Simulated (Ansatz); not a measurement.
CH3NS, SMILES `N[C]S` (excited triplet; N–C–S–H torsion 65°) (charge 0, multiplicity 3). This triplet is an excited state, 1.85 eV above the relaxed singlet at the level frozen-core CCSD(T)/cc-pVTZ // PBE0-D3(BJ)/def2-TZVP (Ansatz, an electronic-structure program).

Calculation: Ansatz with CAM-B3LYP/cc-pVTZ // PBE0-D3(BJ)/def2-TZVP.

Ansatz 0.2 input:
```yaml
crystal:
  periodic: [false, false, false]
  atoms:
    - { symbol: N, position_ang: [-0.922429, 0.1907, 0.459534] }
    - { symbol: C, position_ang: [0.118218, -0.672886, 0.268729] }
    - { symbol: S, position_ang: [1.606756, -0.424194, -0.48436] }
    - { symbol: H, position_ang: [-1.508219, -0.022252, 1.253725] }
    - { symbol: H, position_ang: [-1.471344, 0.428976, -0.360431] }
    - { symbol: H, position_ang: [2.177023, 0.499659, 0.339837] }
basis:
  gaussian: { orbitals: cc-pVTZ }
hamiltonian:
  xc: cam_b3lyp
magnetization:
  spin_polarized: true
  initial_magnetization: 2
```

Output:

```
Functional definition: CAM-B3LYP
803 factors; their error is unknown
183 factors; integrals over basis functions are off by at most 1.5e-5 eV
mean field evaluation 1: about -13404.0481 eV, gradient 3.1e1 eV
mean field evaluation 2: about -13402.7144 eV, gradient 3.6e1 eV
mean field evaluation 4: about -13408.1949 eV, gradient 1.3e0 eV
mean field evaluation 8: about -13408.2147 eV, gradient 1.2e-1 eV
mean field evaluation 16: about -13408.2165 eV, gradient 1.6e-4 eV
mean field -13408.21653478 eV, -492.7428692377 hartree, gradient 7.4e-5 eV, S^2 2.009684; 0 other end points of the search recorded, 0 dependent functions left out
reference -13408.21663846 eV, -492.7428730476 hartree; 17, 15 occupied and 119, 121 virtual orbitals, 803 factors
Total energy: -13408.21663846 eV, -492.7428730476 hartree
```
